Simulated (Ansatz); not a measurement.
## Relative stability

Two relaxed structures of AlH2Se (charge -1), singlet (PBE0-D4/def2-TZVPD; forces vanish, vibrations not checked).

A:

```xyz
4
angstrom
Al -0.0727 -0.0261 -0.0365
Se 1.8192 0.6534 0.9109
H -1.1504 0.9341 -0.7787
H -0.5960 -1.5614 -0.0957
```

B:

Al1  (-0.048, -0.408, -0.098)
Se2  (1.827, 0.968, 0.784)
H3  (-0.809, 1.039, -0.519)
H4  (2.697, -0.125, 1.248)
(Å)

Ansatz 0.2.0; basis: def2-TZVPPD; cores frozen in the correlated methods. Filled d shells of the heavier atoms are correlated. The def2 sets are not built for correlating such inner shells, so the correlated values are less sure here. B3LYP uses VWN-RPA correlation.

**Question.** Which structure is lower at CCSD(T), and by how much? (To be estimated.)

**Answer.** Computed: A, by 123.3 kJ/mol (electronic energy, against the other). By their contacts, A is AlH₂Se ([AlH2][Se]), total charge -1 and B is AlH₂Se ([AlH][SeH]), total charge -1.

All methods give the same order:

| method | E(B) − E(A) (kJ/mol) |
| --- | --- |
| PBE-D4 | 115.4 |
| r2SCAN-D4 | 135.0 |
| PBE0-D4 | 122.2 |
| B3LYP-D4 | 125.3 |
| wB97M-V | 125.6 |
| HF | 140.0 |
| MP2 | 138.4 |
| CCSD | 123.4 |
| CCSD(T) | 123.3 |

No T1 diagnostic of these runs exceeds 0.012. The restricted Hartree–Fock reference is unstable towards an unrestricted one at one or more of these structures.

Labels in which every atom is bracketed show which atoms are joined, not bond orders.

For scale, one of the runs: CCSD(T)/def2-TZVPPD, 139 basis functions, launched by `ansatz run in.yaml --threads 2 --pin off --events-out ev --progress --plain --max-ram 4352MiB`. Time: 12 s of wall clock on 2 CPU threads of an Intel Xeon Platinum 8259CL; the host was shared. Peak host memory: 0.74 GiB.
